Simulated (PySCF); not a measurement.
**Computed vibrations of Pb2**

Pb2 (triplet). PySCF 2.14.0, UKS BP86, Pb def2-SVP with ECP60; non-relativistic Hamiltonian with scalar-relativistic core potentials where named; density fitting; no spin-orbit coupling. Central differences of gradients.

```xyz
2

Pb    0.0000    0.0000    1.4720
Pb    0.0000    0.0000   -1.4720
```

Run from Python with OMP_NUM_THREADS=2. Where DIIS fails, smearing, a level shift and second-order steps follow.
It took 4.6 s on 2 threads of Intel(R) Xeon(R) Platinum 8488C (Sapphire Rapids), on a shared host.

**Question.** What are the harmonic wavenumbers and infrared intensities?

**Answer.** Modes are labelled in D∞h; negative numbers are unstable modes, those under 60 cm⁻¹ near the noise; a finer grid moves soft modes by up to 10 cm⁻¹.
```json
{"cm⁻¹": "132", "km/mol": "0.0", "symmetry": "σg+"}
```

**Question.** Is this a minimum?

**Answer.** Yes. Ideal gas at 298.15 K and 1 bar: S = 285.4 J/(mol K), Cp = 37.1 J/(mol K), H − H(0 K) = 10.4 kJ/mol (rigid rotor, harmonic modes, spin degeneracy alone).

Open shells may have lower solutions than the one found.
